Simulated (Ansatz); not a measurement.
Ideal-gas functions of CH5GeNO, SMILES `C[O][Ge][NH2]` at 500 K and 1 bar, from an Ansatz frequency run at PBE0-D4/def2-TZVP.

Molar mass 119.67 g/mol, point group Cs (symmetry number 1), electronic degeneracy 1, moments of inertia 40.308, 161.253, 198.393 u Å². Harmonic wavenumbers (cm⁻¹, unscaled): 115, 117, 169, 296, 355, 489, 600, 704, 730, 1129, 1180, 1206, 1477, 1485, 1502, 1541, 2991, 3059, 3080, 3584, 3713.

Use S(trans) = R[1.5 ln M + 2.5 ln T − 1.1517]; rotational temperatures θ = 24.2544 K / I; S(rot) = R[ln(√π/σ · √(T³/θAθBθC)) + 1.5]; for each mode x = 1.438777 ν̃/T, S = R[x/(eˣ − 1) − ln(1 − e⁻ˣ)] and H = RT x/(eˣ − 1); 1 cm⁻¹ = 0.0119627 kJ/mol; R = 8.31446 J/(mol·K).

Problem. By hand: the entropy, in J/(mol·K).

Solution. Translation 179.3. Rotation: θ = 0.6017, 0.1504, 0.1223 K, giving 113.5. Vibration, mode by mode: 17.55, 17.41, 14.39, 9.90, 8.49, 6.13, 4.74, 3.73, 3.52, 1.42, 1.26, 1.19, 0.63, 0.62, 0.59, 0.54, 0.01, 0.01, 0.01, 0.00, 0.00, in all 92.1. Electronic 0.0. Sum 384.9 J/(mol·K).

Problem. By hand: H − E and G − E in kJ/mol, counted from the electronic energy.

Solution. Zero-point energy ½ × 29522 × 0.0119627 = 176.6; thermal vibration 23.7; translation, rotation and pV give 4 RT = 16.6. H − E = 216.9 kJ/mol, and G − E = 216.9 − 500 × 384.9/1000 = 24.5 kJ/mol.

Vibration gives 24 % of the entropy, 35.0 J/(mol·K) of it from the modes under 150 cm⁻¹: soft modes count most, and the harmonic formula is weakest for them. The sum counts one conformer and one mirror image; others add a mixing term.
